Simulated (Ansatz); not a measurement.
`CC[Te][SiH3]` + `OB(O)[SiH3]` → `CC[Te]B(O)O` + `[SiH3][SiH3]`  (redistribution)

Computed with Ansatz on PBE0-D4/def2-TZVP structures; ΔE is electronic, products minus reactants. CCSD(T)/CBS is the MP2 limit (def2-TZVPP, def2-QZVPP) plus CCSD(T) − MP2 in def2-TZVPP, frozen cores. DFT in def2-TZVPP. B3LYP here is the variant with VWN-RPA as its local correlation; programs differ in this. def2 core potentials past Kr. For Te outer-core shells are correlated without core-valence functions, which leaves a few kJ/mol of doubt a bond. One conformer a species, not always the lowest.

| level | ΔE (kcal/mol) | difference from CCSD(T)/CBS |
| --- | --- | --- |
| PBE-D4 | -4.7 | -0.5 |
| r2SCAN-D4 | -5.1 | -0.9 |
| PBE0-D4 | -4.6 | -0.4 |
| B3LYP-D4 | -3.7 | 0.5 |
| ωB97X-V | -4.4 | -0.2 |
| PBE | -4.2 | 0.0 |
| B3LYP | -3.0 | 1.2 |
| HF/def2-TZVPP | -2.1 | 2.1 |
| MP2/def2-TZVPP | -4.8 | -0.6 |
| SCS-MP2/def2-TZVPP | -4.2 | 0.0 |
| CCSD/def2-TZVPP | -4.7 | -0.5 |
| CCSD(T)/def2-TZVPP | -5.1 | -0.9 |
| SCS-MP2/def2-QZVPP | -3.6 | 0.6 |
| HF/CBS(def2) | -1.9 | 2.3 |
| MP2/CBS(def2) | -3.9 | 0.3 |
| CCSD/CBS(def2) | -3.8 | 0.4 |
| CCSD(T)/CBS | -4.2 | 0 |

Largest T1 diagnostic among the species: 0.014.

The D4 term adds −0.8 kcal/mol with B3LYP and −0.4 kcal/mol with PBE0; it sums over pairs of atoms, weighted by their polarisabilities, and B3LYP, whose exchange is more repulsive, gets the larger term. In def2-TZVPP, CCSD(T) changes the Hartree–Fock value by −3.0 kcal/mol (the triples alone add −0.4 kcal/mol) and MP2 by −2.7 kcal/mol.
